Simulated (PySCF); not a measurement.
**Ionisation energy of Pr⁴⁶⁺ by level of theory**

Pr⁴⁶⁺ [Ne] 3s2 3p1 (2P) → Pr⁴⁷⁺ [Ne] 3s2 (1S), as a difference of total energies. Calculation: PySCF 2.14, in an even-tempered Gaussian basis (18 s from 9.2 bohr⁻², ratio 2.5; 12 p from 12 bohr⁻², ratio 2.5; 4 d from 48 bohr⁻², ratio 2.7; 4 f from 71 bohr⁻², ratio 2.7); scalar relativity by spin-free X2C-1e. Correlated levels: outer shells: 1s2 frozen; virtual orbitals above 40 to 60 times the deepest correlated orbital energy dropped. The calculations carry no spin-orbit coupling.

```tsv
method	ionisation energy (eV)
UHF	3748.3
LDA	3750.0
PBE	3751.2
PBE0	3750.8
r2SCAN	3750.6
M06-L	3749.1
TPSSh	3751.1
MP2 (outer shells)	3748.8
SCS-MP2 (outer shells)	3748.7
```

A first-order spin-orbit estimate (lowest level to lowest level, LS coupling) adds 79.099 eV.

Breit and QED terms and the two-electron picture change are absent.

First order in ζ underestimates the shift of j = l − 1/2 levels at high Z.

For comparison: 3832 ± 4 eV (theoretical estimate listed by NIST; NIST Atomic Spectra Database, ionization energies).
